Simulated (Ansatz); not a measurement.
`O[SiH2]SS` → 4 H• + O• + 2 S• + Si•  (atomization)

Calculated with Ansatz (gas phase, PBE0-D4/def2-TZVP geometries, no zero-point term in ΔE). CCSD(T)/CBS adds triple-zeta CCSD(T) − MP2 to the extrapolated MP2 energy (def2 sets, frozen cores). This one scheme is used for every species, atoms too. Functionals use def2-TZVPP. B3LYP here is the variant with VWN-RPA as its local correlation; programs differ in this. HSE06 is defined as in plane-wave codes. No spin–orbit coupling; open shells (•) take unrestricted orbitals. Spin–orbit coupling would lower the free atoms: a little for O, S, Si. One conformer a species, not always the lowest.

`O[SiH2]SS`:

```xyz
8

O    -0.972   -0.209    1.477
Si    0.248    0.586    0.730
S    -0.205    1.087   -1.307
S    -0.518   -0.867   -1.908
H    -1.222   -1.054    1.096
H     1.485   -0.235    0.709
H     0.435    1.866    1.449
H     0.749   -1.175   -2.245
```

Task: What is ΔE at CCSD(T)/CBS? (Estimate.)

Result: Computed: +609.8 kcal/mol.

Task: What do these levels give: LDA (SPW92), B3LYP-D4, r2SCANh-D4, HSE06-D4, ωB97X-V, PBE-QIDH, PBE0, HF/def2-SVP, SCS-MP2/def2-TZVPP, MP2/def2-QZVPP, HF/CBS(def2), MP2/CBS(def2)? (Estimate.)

Result: Computed: LDA (SPW92) 699.9, B3LYP-D4 603.0, r2SCANh-D4 604.1, HSE06-D4 602.2, ωB97X-V 611.7, PBE-QIDH 597.5, PBE0 597.4, HF/def2-SVP 402.8, SCS-MP2/def2-TZVPP 595.0, MP2/def2-QZVPP 610.8, HF/CBS(def2) 419.5, MP2/CBS(def2) 620.3 kcal/mol.

Task: What do rigid-rotor, harmonic-oscillator terms from PBE0-D4/def2-TZVP frequencies (298.15 K, 1 bar) make of the CCSD(T)/CBS value? (An estimate is asked.)

Result: Ansatz gave: ΔZPE = -27.1 kcal/mol, ΔH = +589.8 kcal/mol, ΔS = 790 J/(mol·K), ΔG = +533.5 kcal/mol. Open shells count their whole term as degenerate.

Largest T1 diagnostic among the species: 0.012.

From r2SCAN to r2SCAN0 (25 % exact exchange), in def2-TZVPP and without D4, ΔE moves by −12.5 kcal/mol: exact exchange takes away binding that semilocal exchange gives to molecules. In def2-TZVPP, CCSD(T) changes the Hartree–Fock value by +168.6 kcal/mol (the triples alone add +11.2 kcal/mol) and MP2 by +179.1 kcal/mol; breaking electron pairs costs correlation energy, which Hartree–Fock lacks.

For atomizations the MP2-based limit and the directly extrapolated one differ by several kJ/mol either way, and by 10 to 25 for some Ge, Se and Sn compounds, so smaller differences from it don't rank the levels.
